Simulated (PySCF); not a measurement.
# What settings do to a single point of WO(OH)4

The sound run of WO(OH)4 (singlet) uses PySCF 2.14.0, RKS B3LYP, W def2-SVP with ECP60, O def2-SVP, H def2-SVP; non-relativistic Hamiltonian with scalar-relativistic core potentials where named; density fitting; no spin-orbit coupling, grid (50, 194), threshold 1e-8 Eh and 55 cycles, at the relaxed geometry:

```xyz
10

W     0.0578    0.0641   -0.1933
O    -0.1347   -0.1908    1.5116
O     0.0262   -0.0647   -2.1103
H    -0.3256   -0.6549   -2.7864
O     1.9540    0.0134   -0.1853
H     2.4041   -0.0692    0.6685
O    -0.7087    1.7973   -0.2357
H    -0.9645    2.1976    0.6085
O    -1.0210   -1.5287   -0.4207
H    -1.2877   -1.9009    0.4341
```

There W1 has a Mulliken charge of 1.15 e and the dipole about the centre of mass is 1.38 D. Each run below changes one thing and starts from free metal ions and neutral atoms unless it says otherwise; with 55 cycles, smearing, a level shift and second-order steps follow where DIIS fails, and their cycles count. Energy shifts count from the sound run.

| change | outcome | cycles | energy shift (eV) | largest force component (eV/Å) | charge on W1 (e) | dipole about the centre of mass (D) |
| --- | --- | --- | --- | --- | --- | --- |
| all coordinates × 1.05 | converged | 12 | 0.94 | 4.22 | 1.20 | 1.47 |
| charge changed by +5, spin kept, limit 70 cycles | refused | – | – | – | – | – |
| start from the bare core Hamiltonian, limit 87 cycles | converged | 17 | 0.0000 | 0.01 | 1.15 | 1.38 |

Task: How does the run with this change end: grid (40, 110)?

Result: outcome converged, cycles 11, energy shift (eV) 0.0005, largest force component (eV/Å) 0.06, charge on W1 (e) 1.15, dipole about the centre of mass (D) 1.38.

Forces carry noise of the integration grid, about 0.01 to 0.03 eV/Å.
